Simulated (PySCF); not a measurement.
A calculated (PBE0, PySCF 2.14, x2c-TZVPPall with one added diffuse shell each of s, p, d, f type, scalar relativity by spin-free X2C-1e) atom or ion has these occupied shells.

| shell | electrons | orbital energy (eV) | rms radius, mean of both spins (bohr) |
| --- | --- | --- | --- |
| 1s α | 1 | -45034.8 | 0.0264 |
| 1s β | 1 | -45034.8 | 0.0264 |
| 2s α | 1 | -7350.9 | 0.107 |
| 2s β | 1 | -7350.9 | 0.107 |
| 2p α | 3 | -6572.5 | 0.0959 |
| 2p β | 3 | -6572.5 | 0.0959 |
| 3s α | 1 | -1615.6 | 0.278 |
| 3s β | 1 | -1613.9 | 0.278 |
| 3p α | 3 | -1369.0 | 0.278 |
| 3p β | 3 | -1367.2 | 0.278 |
| 3d α | 5 | -1025.9 | 0.256 |
| 3d β | 5 | -1024.4 | 0.256 |
| 4s α | 1 | -328.13 | 0.630 |
| 4s β | 1 | -323.64 | 0.630 |
| 4p α | 3 | -246.41 | 0.669 |
| 4p β | 3 | -241.70 | 0.669 |
| 4d α | 5 | -129.26 | 0.743 |
| 4d β | 5 | -123.91 | 0.743 |
| 5s α | 1 | -45.463 | 1.54 |
| 5s β | 1 | -43.059 | 1.54 |
| 5p α | 3 | -25.047 | 1.82 |
| 5p β | 3 | -23.202 | 1.82 |
| 4f α | 5 | -5.601 | 1.19 |
| 6s α | 1 | -4.084 | 4.75 |
| 6s β | 1 | -3.896 | 4.75 |

(1) Name the element and its charge.

## Answers

(1) Pm (promethium, neutral), in [Xe] 4f5 6s2, one real determinant.
